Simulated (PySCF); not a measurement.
# MCa cations for M along the third period

PBE0 with double-zeta basis sets in PySCF, for the lowest determinant that a PBE0 search found; no spin–orbit coupling. De refers to high-spin ground-configuration atoms (the charge goes to the atom of lower measured ionisation energy or higher electron affinity, which is not always the lowest computed limit). A positive dipole points towards Ca; it is taken about the centre of mass and depends on that origin.

```csv
M,basis,charged atom,state (unpaired electrons),Re (Å),ωe (cm⁻¹),De (eV),μ (D)
Na,def2-SVP,Na+,singlet (closed shell),3.558,138,1.01,-1.92
Al,pcseg-1,Al+,singlet (closed shell),3.485,165,1.62,2.76
Si,pcseg-1,Ca+,"quartet (σ ↑, π ↑↑)",2.663,324,1.68,7.72
S,def2-SVPD,Ca+,doublet (π ↑),2.460,409,2.97,9.98
Cl,def2-SVP,Ca+,singlet (closed shell),2.321,461,4.54,10.56
```

The shortest bond is that of CaCl⁺ (2.321 Å), the longest that of NaCa⁺ (3.558 Å). CaCl⁺ is bound most strongly (4.54 eV) and NaCa⁺ least (1.01 eV).

The rows differ in basis set, which adds steps of its own.

The state changes along the series, so neighbouring rows are not always alike in their bonding.

Closed-shell solutions of metal pairs were not tested for spin polarisation, which can lower them a little. For an ion De counts to the pair picked by the measured ionisation energies or electron affinities, which need not be the lowest pair at this level. States were picked by a PBE0 search and need not be the measured ground states.
